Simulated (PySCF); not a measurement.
Molecule: `C[Si](C)(Cl)[Si](Cl)(Cl)Cl`, C₂H₆Cl₄Si₂.

Bonds (- single, = double, # triple, : aromatic): C1-Si2 1.865 Å, Si2-C3 1.864 Å, Si2-Cl4 2.081 Å, Si2-Si5 2.330 Å, Si5-Cl6 2.058 Å, Si5-Cl7 2.069 Å, Si5-Cl8 2.059 Å. C1 carries H9, H10, H11; C3 carries H12, H13, H14.

Geometry PBE0-D3(BJ)/def2-SVP throughout; GIAO in PySCF 2.14.0 with density-fitted response routines, gas phase, one conformer, non-relativistic; equivalent atoms averaged; functional PBE0.

Problem. How do the shifts δ (against TMS, HCl at the same level) depend on the basis set? (ppm; last column core-seconds on shared hosts with different chips, so compare them loosely)

Solution. 
```
    basis set  functions  C1/C3    Si5   Si2  Cl6/Cl7/Cl8     Cl4  H9/H10/H11/H12/H13/H14  core-s
       STO-3G         70    1.6   41.0  18.3        -73.4  -143.6                    0.83      12
     pcSseg-0        108    1.9   97.8  44.0        120.0   -59.7                    0.81      11
        6-31G        108    1.0  115.8  58.7         93.6   -72.0                    0.52      26
       6-31G*        148    0.7   72.2  39.9         99.1   -47.0                    0.37      39
      cc-pVDZ        166    1.4   49.5  29.9        122.8   -20.5                    0.54      24
     def2-SVP        166    0.9   53.0  29.3        124.6   -18.6                    0.53      20
     pcSseg-1        208    1.0   40.4  26.4        138.2   -11.1                    0.57      57
  aug-cc-pVDZ        262    1.0   30.9  23.3        137.7    -1.4                    0.67      51
6-311+G(2d,p)        300    1.6   31.0  21.7        152.8    12.1                    0.63     120
    def2-TZVP        320    1.2   25.7  18.7        138.2    -5.7                    0.62      69
```

Problem. Which nucleus moves most, in ppm?

Solution. Cl6/Cl7/Cl8 (chlorine bonded to Si): from -73.4 ppm with STO-3G to 152.8 ppm with 6-311+G(2d,p). The smallest spread is 0.45 ppm, at H9/H10/H11/H12/H13/H14. Proton shifts span only some 12 ppm, so a few tenths of a ppm matter as much there as several ppm in carbon.

Problem. Taking the largest basis, def2-TZVP (320 functions), as the yardstick, rank the others by their worst heavy-atom deviation.

Solution. aug-cc-pVDZ 5.1 ppm (262 functions), pcSseg-1 14.6 ppm (208 functions), 6-311+G(2d,p) 17.8 ppm (300 functions), cc-pVDZ 23.7 ppm (166 functions), def2-SVP 27.3 ppm (166 functions), 6-31G* 46.4 ppm (148 functions), pcSseg-0 72.0 ppm (108 functions), 6-31G 90.1 ppm (108 functions), STO-3G 211.7 ppm (70 functions).

A small basis that lands close on one nucleus may do so by chance; judge by the trend and by all nuclei.
